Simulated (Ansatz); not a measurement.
fac-[CrF3(NH3)3]- (CrN3F3H9⁻). The state is a triplet with charge -1. Geometry PBE0-D4/def2-SVPD.

```xyz
16

Cr    0.150    0.306    0.705
F    -0.907   -0.202    2.158
N     1.241    0.771   -1.033
H     2.204    0.548   -0.780
H     1.145    1.783   -1.124
H     0.997    0.317   -1.915
F     1.828    0.027    1.476
N    -1.683    0.527   -0.303
H    -1.806    1.538   -0.367
H    -2.370    0.147    0.349
H    -1.804    0.101   -1.224
F     0.050    2.158    0.929
N     0.219   -1.754    0.287
H     1.163   -2.024    0.565
H     0.027   -2.082   -0.662
H    -0.452   -2.161    0.939
```

At LDA (SPW92)/def2-TZVPD, PBE-D4/def2-SVPD, PBE-D4/def2-TZVPD, r2SCAN-D4/def2-TZVPD and others the charge -1 triplet is spin-contaminated (final ⟨S²⟩ up to 3.01, 2.00 for a pure state). At LDA (SPW92)/def2-TZVPD, PBE-D4/def2-SVPD, PBE-D4/def2-TZVPD, r2SCAN-D4/def2-TZVPD and others the highest occupied level of the charge -1 triplet lies above zero (up to 1.47 eV). It is a level of β spin, whose loss leaves a quartet; that state wasn't run at this geometry and level. The electron is either unbound and held by the finite basis, or the level is raised by self-interaction error. The geometry of the triplet was relaxed on an unsound state (⟨S²⟩ 3.01, where a pure state has 2.00).

(1) Estimate the α-spin orbital energies around the gap (eV) in Ansatz with LDA (SPW92)/def2-TZVPD, PBE-D4/def2-SVPD, PBE-D4/def2-TZVPD, r2SCAN-D4/def2-TZVPD, PBE0-D4/def2-TZVPD.

## Answers

(1) 
| orbital | LDA (SPW92)/def2-TZVPD | PBE-D4/def2-SVPD | PBE-D4/def2-TZVPD | r2SCAN-D4/def2-TZVPD | PBE0-D4/def2-TZVPD |
| --- | --- | --- | --- | --- | --- |
| HOMO−13 | -5.45 | -5.21 | -5.24 | -5.56 | -6.97 |
| HOMO−12 | -5.45 | -5.21 | -5.24 | -5.56 | -6.97 |
| HOMO−11 | -4.63 | -4.35 | -4.42 | -4.81 | -6.46 |
| HOMO−10 | -4.63 | -4.35 | -4.42 | -4.81 | -6.46 |
| HOMO−9 | -4.62 | -4.30 | -4.38 | -4.77 | -6.39 |
| HOMO−8 | -4.29 | -4.08 | -4.13 | -4.58 | -6.09 |
| HOMO−7 | -4.29 | -4.07 | -4.13 | -4.58 | -6.09 |
| HOMO−6 | -4.03 | -3.83 | -3.88 | -4.31 | -5.79 |
| HOMO−5 | -3.40 | -3.12 | -3.19 | -3.59 | -5.13 |
| HOMO−4 | -3.36 | -3.09 | -3.17 | -3.56 | -5.03 |
| HOMO−3 | -3.36 | -3.09 | -3.17 | -3.56 | -5.03 |
| HOMO−2 | -0.30 | -0.43 | -0.38 | -1.14 | -3.15 |
| HOMO−1 | -0.29 | -0.42 | -0.37 | -1.13 | -3.15 |
| HOMO | -0.29 | -0.42 | -0.37 | -1.13 | -3.13 |
| LUMO | 1.75 | 1.96 | 1.90 | 2.29 | 2.52 |
| LUMO+1 | 2.11 | 2.40 | 2.37 | 2.66 | 3.07 |
| LUMO+2 | 2.11 | 2.40 | 2.37 | 2.66 | 3.07 |
| LUMO+3 | 2.54 | 3.11 | 2.72 | 2.98 | 3.65 |
| LUMO+4 | 2.54 | 3.11 | 2.72 | 2.98 | 3.65 |
| LUMO+5 | 3.20 | 3.81 | 3.35 | 3.55 | 3.84 |
| β HOMO | 1.29 | 1.47 | 1.39 | 1.40 | 1.03 |
| β LUMO | 2.10 | 2.45 | 2.27 | 2.49 | 2.68 |
